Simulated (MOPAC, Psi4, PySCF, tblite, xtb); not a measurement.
Dimer H3Al ··· H3Al (SMILES [AlH3] and [AlH3]) at R = 2.77 Å between the centres of mass, closest contact 2.16 Å (lowest of the rigid-body minima from ten starts at GFN2-xTB). Geometry in Å and degrees:

```
Al
H 1 1.5802
H 1 1.5802 2 120.00
H 1 1.5802 2 120.00 3 180.00
H 1 2.1587 2 108.43 3 91.11
Al 5 1.5802 1 94.35 2 179.69
H 6 1.5802 5 120.00 1 -0.95
H 6 1.5802 7 120.00 4 143.87
```

GFN2-xTB (tblite); SAPT0/jun-cc-pVDZ, frozen core (Psi4); PBE0/def2-TZVP, counterpoise-corrected (Psi4); PBE0-D3(BJ)/def2-TZVP, counterpoise-corrected (Psi4); PBE/def2-TZVP, counterpoise-corrected (Psi4); PBE-D3(BJ)/def2-TZVP, counterpoise-corrected (Psi4); wB97X-D/def2-TZVP, counterpoise-corrected (Psi4); HF/aug-cc-pVTZ, counterpoise-corrected (Psi4); MP2/aug-cc-pVTZ = DF-MP2/aug-cc-pVTZ, frozen core, counterpoise-corrected (Psi4 1.11); SCS-MP2/aug-cc-pVTZ = Psi4 with DF-SCS-MP2/aug-cc-pVTZ, frozen core, counterpoise-corrected; PM6, restricted, heats of formation (MOPAC); PM3, restricted, heats of formation (MOPAC); GFN1-xTB (xtb); RKS-B3LYP/6-31G* = restricted B3LYP/6-31G*, spherical d, no counterpoise correction (PySCF 2.14.0); RMP2/3-21G = restricted MP2 (frozen core)/3-21G, no counterpoise correction in PySCF; RKS-M06-2X/6-31G* = PySCF 2.14.0 with restricted M06-2X/6-31G*, spherical d, no counterpoise correction; RKS-B3LYP/3-21G = restricted B3LYP/3-21G, no counterpoise correction in PySCF 2.14.0.

Problem. What interaction energy does each level give?

Solution. 
| method | E_int / kJ/mol |
|---|---|
| GFN2-xTB | -83.77 |
| PM3 | -57.33 |
| PBE-D3(BJ)/def2-TZVP | -28.08 |
| PBE0-D3(BJ)/def2-TZVP | -24.19 |
| PBE/def2-TZVP | -21.89 |
| GFN1-xTB | -21.36 |
| PBE0/def2-TZVP | -18.43 |
| RKS-M06-2X/6-31G* | -15.53 |
| wB97X-D/def2-TZVP | -8.65 |
| MP2/aug-cc-pVTZ | -1.99 |
| SAPT0/jun-cc-pVDZ | 4.78 |
| SCS-MP2/aug-cc-pVTZ | 6.26 |
| RKS-B3LYP/6-31G* | 6.66 |
| RKS-B3LYP/3-21G | 20.76 |
| HF/aug-cc-pVTZ | 34.13 |
| RMP2/3-21G | 37.22 |
| PM6 | 141.36 |
